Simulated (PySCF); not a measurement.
C3H4F2O2.

```xyz
11

F     -1.3761     0.7274    -0.8375
C     -0.5093     0.3398     0.1118
F     -0.9894     0.8173     1.2751
C     -0.3079    -1.1778     0.1611
O      0.9184    -1.3551    -0.4912
C      1.6495    -0.2169    -0.1831
O      0.7229     0.8517    -0.1556
H     -1.1005    -1.7210    -0.3679
H     -0.2717    -1.4945     1.2206
H      2.3984    -0.0305    -0.9650
H      2.1394    -0.2993     0.8095
```

The structure is a stationary point at PBE0-D3(BJ)/def2-SVP. Other conformers were not sampled.

These are HF/pcSseg-1 (PySCF) values and carry that method's errors. Non-relativistic, no solvent.

Q: Give the absolute GIAO shielding of each atom: isotropic value and principal components (ppm). (Estimate from the structure and the level; the computed values follow.)

A: 
```tsv
atom	σ(iso)	σ11	σ22	σ33	span
F1	305.4	226.3	313.6	376.1	149.8
C2	75.5	68.6	73.7	84.2	15.5
F3	312.6	223.2	334.3	380.2	157.0
C4	124.7	104.8	116.9	152.5	47.8
O5	294.5	209.8	297.4	376.3	166.5
C6	103.8	75.1	105.5	130.8	55.7
O7	219.8	164.0	180.1	315.2	151.2
H8	27.6	24.2	26.1	32.6	8.4
H9	28.2	23.9	27.4	33.3	9.5
H10	26.5	22.1	24.8	32.5	10.3
H11	27.0	22.4	25.6	33.0	10.5
```
